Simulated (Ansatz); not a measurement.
Consider the cleavage of the Al–Si bond: `[NH2][AlH][SiH](F)[SiH3]` + NH₃ → `[NH2][AlH][NH2]` + `F[SiH2][SiH3]`.

Program: Ansatz. Geometries: PBE0-D4/def2-TZVP. ΔE: electronic, gas phase. CCSD(T)/CBS adds triple-zeta CCSD(T) − MP2 to the extrapolated MP2 energy (def2 sets, frozen cores). This one scheme is used for every species. DFT in def2-TZVPP. B3LYP here is the variant with VWN-RPA as its local correlation; programs differ in this. Each species was taken in one conformer, which may not be the lowest.

(1) Is it downhill or uphill in electronic energy at CCSD(T)/CBS, and by how much? (An estimate is asked.)

(2) What do these levels give: PBE-D4, r2SCAN-D4, ωB97M-V, B2PLYP, B3LYP, SCS-MP2/def2-TZVPP, CCSD/def2-TZVPP, HF/def2-QZVPP, MP2/def2-QZVPP, SCS-MP2/def2-QZVPP, MP2/CBS(def2), CCSD/CBS(def2)? (An estimate is asked.)

Largest T1 diagnostic among the species: 0.013.

Answers

(1) The calculation gave: Downhill: ΔE = -84.9 kJ/mol.

(2) Ansatz gave: PBE-D4 -62.0, r2SCAN-D4 -81.0, ωB97M-V -88.7, B2PLYP -90.2, B3LYP -86.9, SCS-MP2/def2-TZVPP -95.3, CCSD/def2-TZVPP -87.9, HF/def2-QZVPP -104.6, MP2/def2-QZVPP -94.3, SCS-MP2/def2-QZVPP -96.2, MP2/CBS(def2) -93.8, CCSD/CBS(def2) -88.2 kJ/mol.

The D4 term adds +4.6 kJ/mol with B3LYP and +3.0 kJ/mol with PBE0; it sums over pairs of atoms, weighted by their polarisabilities, and B3LYP, whose exchange is more repulsive, gets the larger term. In def2-TZVPP, CCSD(T) changes the Hartree–Fock value by +18.1 kJ/mol (the triples alone add +3.3 kJ/mol) and MP2 by +9.3 kJ/mol.
